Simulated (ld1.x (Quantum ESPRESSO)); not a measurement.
**Plane-wave convergence, TM semilocal potential for silicon**

Si (Z = 14), norm-conserving Troullier–Martins (semilocal form), made with ld1.x (Quantum ESPRESSO) 7.5 (PBEsol, scalar-relativistic). Core [Ne], reference 3s2 3p2. Waves: 3p (bound): rc 1.80 bohr; 3s (bound): rc 1.60 bohr. Local part: the s channel. Core correction: Bessel-smoothed model core inside 1.05 bohr.

The pseudo-atom Hamiltonian at the reference potential is diagonalised in spherical Bessel functions j_l(qr) that vanish at 20 bohr, with q² up to the cutoff. All-electron valence levels (Ry): 3p -0.2982, 3s -0.7915.

Task: How do the lowest levels (Ry) of each channel move with the cutoff, and are there ghosts?

Result:

```json
{"cutoff (Ry)": "8", "p #1": "-0.2976", "s #1": "-0.7597", "Σ f·Δε (mRy)": "64.7"}
{"cutoff (Ry)": "12", "p #1": "-0.2978", "s #1": "-0.7846", "Σ f·Δε (mRy)": "14.5"}
{"cutoff (Ry)": "18", "p #1": "-0.2981", "s #1": "-0.7883", "Σ f·Δε (mRy)": "6.6"}
{"cutoff (Ry)": "30", "p #1": "-0.2981", "s #1": "-0.7900", "Σ f·Δε (mRy)": "3.0"}
{"cutoff (Ry)": "40", "p #1": "-0.2982", "s #1": "-0.7913", "Σ f·Δε (mRy)": "0.4"}
{"cutoff (Ry)": "50", "p #1": "-0.2982", "s #1": "-0.7914", "Σ f·Δε (mRy)": "0.2"}
{"cutoff (Ry)": "400", "p #1": "-0.2982", "s #1": "-0.7915", "Σ f·Δε (mRy)": "0.0"}
```

Result: no extra level below or beside the all-electron valence levels (p, s tested); the semilocal form is local in each channel, so this says nothing of the separable form that plane-wave codes build from it; 10 mRy is reached at 15 Ry and 1 mRy at 40 Ry.
